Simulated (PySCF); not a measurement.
Unknowns

Level of theory: geometry: GFN2-xTB, shieldings: GIAO PBE0/pcSseg-1, in PySCF 2.14.0 with density-fitted response routines (gas phase, no relativistic terms, one conformer, one averaged value for each set of equivalent atoms).

Shifts are taken against calculated references (same method and geometry level): $^{1}$H (σ = 31.72 ppm), $^{13}$C (σ = 186.93 ppm) against TMS. Splittings of carbon signals by F and P are missing where no couplings were computed. Where no couplings were computed, multiplicities follow the n + 1 count of equivalent neighbours, and m marks all less simple cases (inequivalent or close neighbours, rings, F or P nearby). Shifts are as computed. Against solution values, carbons near 30 ppm lie about +3 ppm off and those near 130 ppm about +5 ppm. Of 1211 compounds with measured shifts, 218 miss one by over three times the rms of a fit or turn the order of signals round; such compounds aren't used in these exercises.

Q: C$_{6}$H$_{14}$NP. $^{1}$H NMR (400 MHz, computed): δ 2.79 (m, 2H), 2.47 (m, 3H), 2.34 (s, 6H), 2.33 (m, 3H). $^{13}$C{$^{1}$H} NMR (computed): δ 212.2 (C), 66.3 (CH2), 48.4 (CH3), 34.5 (CH3), 27.6 (CH3). Give a structure.

A: `InChI=1S/C6H14NP/c1-6(2)8-5-7(3)4/h5H2,1-4H3`. 5 carbon signals for 6 carbons: some carbons are equivalent by symmetry or fast rotation. Carbon types of the structure: 1 × C, 1 × CH2, 4 × CH3, which accounts for all hydrogens. δC 212.2: carbon double-bonded to a heavier main-group atom. δC 66.3: sp3 CH2 bonded to N and P; pulled downfield by the heteroatom. δC 48.4: methyl carbon bonded to N; deshielded by the electronegative neighbour. δH 2.79: hydrogen on an sp3 CH2 bonded to N and P; its carbon carries N, an electronegative neighbour.

This is the structure that produced the data.

Q: C$_{4}$H$_{12}$OSi$_{2}$. $^{1}$H NMR (300 MHz, computed): δ 10.17 (s, 1H), 3.90 (q, 2H), 3.60 (t, 3H), 1.47 (s, 6H). $^{13}$C{$^{1}$H} NMR (computed): δ 221.1 (CH), 40.4 (C), 24.8 (CH3). Identify the compound.

A: `C(C(C)(C)[SiH2][SiH3])=O`. The formula gives 1 degree of unsaturation (no ring in the answer). 3 carbon signals for 4 carbons: some carbons are equivalent by symmetry or fast rotation. Carbon types of the structure: 1 × C, 1 × CH, 2 × CH3, leaving 5 H on heteroatoms. δC 221.1: aldehyde carbonyl carbon; the double bond to the heteroatom, with no lone-pair donor beside it, deshields it most. δC 40.4: fully substituted sp3 carbon bonded to Si, α to a carbonyl; the adjacent C=O deshields it moderately. δC 24.8: methyl carbon; saturated and bonded to C and H only. δH 10.17: hydrogen on an aldehyde carbonyl carbon; the formyl region, downfield of aromatic protons.

This is the structure that produced the data.
